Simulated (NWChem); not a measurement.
System: CH$_{5}$FOSi$_{2}$; SMILES O1C[SiH2][Si@@H]1F

```xyz
10

F      0.4389    -2.0234    -0.5724
Si     0.0628    -0.8470     0.4842
O     -1.3736    -0.0817     0.0807
C     -1.0263     1.2261    -0.4116
Si     0.8700     1.2778    -0.0140
H     -0.0065    -1.5200     1.8074
H     -1.6187     1.9905     0.1178
H     -1.2588     1.3060    -1.4874
H      1.7930     1.5147    -1.1633
H      1.2274     2.1849     1.1186
```
Atoms are numbered in this order, from 1.

Computed with NWChem. Medium grid unless said otherwise, to which SCAN and Minnesota functionals are sensitive. Coordinates come from a PBE0/def2-SVP optimisation. B3LYP is NWChem's, with the RPA form of VWN correlation. Total energies of different functionals are on different scales.

| level | energy (Ha) | highest occupied level (eV) | orbital gap (eV) | dipole (D) |
|---|---|---|---|---|
| PBE/def2-TZVP | -794.8189 | -6.74 | 5.45 | 1.99 |
| B3LYP/def2-TZVP | -795.3915 | ___ | ___ | 2.22 |
| CAM-B3LYP/def2-TZVP | -795.2926 | -9.23 | 9.83 | 2.33 |
| r2SCAN/def2-TZVP | -795.1934 | -7.00 | 5.98 | 2.07 |
| Hartree-Fock/def2-TZVP | -793.1300 | -10.65 | 13.23 | 2.58 |
| PW6B95/def2-TZVP | -796.1070 | -8.00 | 7.56 | 2.24 |

Task: Complete the blanks.

Result: 
- B3LYP/def2-TZVP, highest occupied level (eV): -7.73
- B3LYP/def2-TZVP, orbital gap (eV): 7.12
